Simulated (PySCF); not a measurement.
Open-shell species derived from `F[SiH]1[SiH2]C[SiH2]1`. All by UKS B3LYP (pcH-1 on C F H Si) in PySCF, non-relativistic with spin–orbit coupling as a perturbation, on GFN2-xTB geometries; isolated species, one conformer each; SCF stability not tested. Couplings are magnitudes for isotopes of over 50 % abundance, averaged over nuclei equivalent by connectivity (but not across a short bond from an atom whose three angles sum to over 350°); populations are Mulliken's. Couplings are sensitive to structure, and on GFN2-xTB geometries they can be far from those on DFT ones, by a factor of two or more for some ions and for spin on atoms past the first row.

| species | change | ⟨S²⟩ | g1 | g2 | g3 | largest spin population on | largest couplings |
| --- | --- | --- | --- | --- | --- | --- | --- |
| F[SiH]1[SiH2][CH][SiH2]1 | H removed from sp3 C | 0.755 | 2.0023 | 2.0029 | 2.0030 | carbon bonded to 2 Si and H (0.94) | 2 × 1H 83 MHz, 2 × 1H 77 MHz, 1 × 1H 51 MHz, 1 × 19F 5 MHz |
| F[Si]1[SiH2]C[SiH2]1 | H removed from Si | 0.753 | 2.0024 | 2.0041 | 2.0065 | silicon bonded to F and 2 Si (0.72) | 1 × 19F 65 MHz, 2 × 1H 19 MHz, 4 × 1H 11 MHz |

(1) Predict the same entries for `F[Si@H]1[SiH]C[SiH2]1` [radical] (H removed from Si).

(2) Which has the highest and which the lowest g_iso, and which the widest g anisotropy?

(3) How many first-order lines does each doublet give under fast tumbling, over what width, and where is its centre at 9.5 GHz?

Results:

(1) ⟨S²⟩: 0.753; g1: 2.0025; g2: 2.0040; g3: 2.0051; largest spin population on: silicon bonded to C, Si and H (0.90); largest couplings: 1 × 1H 45 MHz, 1 × 19F 42 MHz, 1 × 1H 34 MHz, 1 × 1H 28 MHz, and 3 smaller. The largest Mulliken spin populations are on Si3 (+0.90) and Si2 (+0.06). No atom but Si3 exceeds +0.15. The angles at Si3 add up to 328.0°, so it is pyramidal. (Numbering: [F:1][Si@H:2]1[SiH:3][CH2:4][SiH2:5]1 (hydrogens: H6 on Si2; H7 on Si3; H8, H9 on C4; H10, H11 on Si5).)

(2) Highest: F[Si]1[SiH2]C[SiH2]1 (2.0043, largest spin population on silicon bonded to F and 2 Si). Lowest: F[SiH]1[SiH2][CH][SiH2]1 (2.0027, largest spin population on carbon bonded to 2 Si and H). Widest: F[Si]1[SiH2]C[SiH2]1, g3 − g1 = 0.0041, which alone would spread the powder pattern at 94 GHz over 6.9 mT.

(3) 
```json
{"species": "F[Si@H]1[SiH]C[SiH2]1", "lines": "128", "width (mT)": "6.8", "centre (mT)": "338.72"}
{"species": "F[SiH]1[SiH2][CH][SiH2]1", "lines": "36", "width (mT)": "13.4", "centre (mT)": "338.91"}
{"species": "F[Si]1[SiH2]C[SiH2]1", "lines": "30", "width (mT)": "5.3", "centre (mT)": "338.64"}
```

Splittings under 0.05 mT aren't counted.

Means can hide wide spreads in the frozen geometry: F[SiH]1[SiH2][CH][SiH2]1, 2 × 1H from 50 to 115 MHz (mean 83); F[SiH]1[SiH2][CH][SiH2]1, 2 × 1H from 50 to 105 MHz (mean 77); F[Si]1[SiH2]C[SiH2]1, 4 × 1H from -7 to 30 MHz (mean 11); F[Si]1[SiH2]C[SiH2]1, 2 × 1H from 5 to 33 MHz (mean 19).
